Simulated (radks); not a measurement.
The numbers below are computed, except where a source is named.
Task: The mean radii <r> (bohr) of the occupied orbitals of an atom or ion are listed with their occupations. Code: a radial shooting solver on a logarithmic mesh with Libxc functionals. Model: scalar-relativistic Kohn-Sham, LDA (Slater exchange, Perdew-Zunger correlation), spin-unpolarised, spherical densities, finite nucleus; Fermi nuclear charge, rms radius of each element as measured or else 0.836 A^(1/3) + 0.57 fm.

| orbital | occ. | <r> |
|---|---|---|
| 1s | 2 | 0.05038 |
| 2s | 2 | 0.2266 |
| 2p | 6 | 0.1985 |
| 3s | 2 | 0.6789 |
| 3p | 6 | 0.7072 |
| 3d | 9 | 0.8200 |

Name the element and its charge.

Result: Z = 30, zinc, charge +3: Zn3+ in [Ar] 3d9. The 1s radius gives Z: for a bare nucleus <r> = (2 gamma + 1)/(2Z) with gamma = sqrt(1 - (Z/c)^2), 0.04919 bohr for Z = 30, and screening makes it slightly larger (0.05038 here). The occupations add up to 27, and the charge is Z minus that.
